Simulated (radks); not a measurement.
Isoelectronic series with 6 electrons, all held in the configuration [He] 2s2 2p2, which need not be the ground one along the series. All-electron calculation, Dirac Kohn-Sham, PBE, spin-unpolarised, spherical densities, finite nucleus; open shells are shared between the two j in proportion to 2j + 1; Fermi nuclear charge, rms radius of each element as measured or else 0.836 A^(1/3) + 0.57 fm. Program: a radial shooting solver on a logarithmic mesh with Libxc functionals. Total energies (hartree) and mean radii <r> (bohr):

ion,E (hartree),2p3/2,2p1/2,2s1/2,1s1/2
C,-37.76481,1.800,1.799,1.571,0.2706
F3+,-95.39280,0.8288,0.8276,0.8766,0.1760
Mg6+,-180.21229,0.5489,0.5476,0.6074,0.1302
P9+,-292.31697,0.4115,0.4099,0.4646,0.1032
Ar12+,-431.86390,0.3294,0.3275,0.3759,0.08534
Sc15+,-599.05575,0.2746,0.2725,0.3154,0.07271
Cr18+,-794.13912,0.2355,0.2331,0.2714,0.06327
Co21+,-1017.40549,0.2061,0.2034,0.2379,0.05595
Zn24+,-1269.19337,0.1831,0.1802,0.2116,0.05011
As27+,-1549.89055,0.1648,0.1616,0.1904,0.04532
Kr30+,-1859.93839,0.1497,0.1463,0.1728,0.04133
Mo36+,-2570.13260,0.1265,0.1225,0.1454,0.03504
Rh39+,-2971.46037,0.1174,0.1131,0.1345,0.03251
Cd42+,-3404.50915,0.1094,0.1048,0.1250,0.03030
Sb45+,-3870.05480,0.1025,0.09757,0.1166,0.02833
Xe48+,-4368.95105,0.09633,0.09112,0.1091,0.02657
La51+,-4902.1574,0.09085,0.08533,0.1024,0.02499
Nd54+,-5470.7327,0.08593,0.08011,0.09637,0.02356
Eu57+,-6075.8167,0.08150,0.07536,0.09087,0.02225
Dy60+,-6718.7617,0.07748,0.07102,0.08584,0.02106
Tm63+,-7401.0558,0.07382,0.06703,0.08122,0.01995
Hf66+,-8124.2303,0.07046,0.06334,0.07696,0.01894
Re69+,-8890.2227,0.06738,0.05992,0.07301,0.01799
